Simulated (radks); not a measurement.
Question: Species: Ti3+. Configuration: [Ar] 3d1. Method: scalar-relativistic Kohn-Sham, r2SCAN, spin-polarised, spherical densities, finite nucleus; open shells are filled with parallel spins first; meta-GGA in the generalised Kohn-Sham scheme; Fermi nuclear charge, rms radius 3.5921 fm; computed with a radial shooting solver on a logarithmic mesh with Libxc functionals. Some entries of the table are withheld. Estimate them.

orbital,occ.,eigenvalue (hartree),<r^2> (bohr^2)
1s down,1,-180.8963,0.006518
1s up,1,-180.8958,0.006518
2s up,1,-21.25910,0.1242
2s down,1,-21.24153,0.1240
2p up,3,-17.75858,0.1035
2p down,3,-17.74501,0.1033
3s up,1,-3.59484,1.133
3s down,1,-3.54140,1.136
3p up,3,(1),1.304
3p down,3,(2),1.306
3d up,1,-1.27758,1.933
3d down,0,-1.21842,1.915

Answer: 
(1) 3p up eigenvalue (hartree): -2.66866
(2) 3p down eigenvalue (hartree): -2.61507
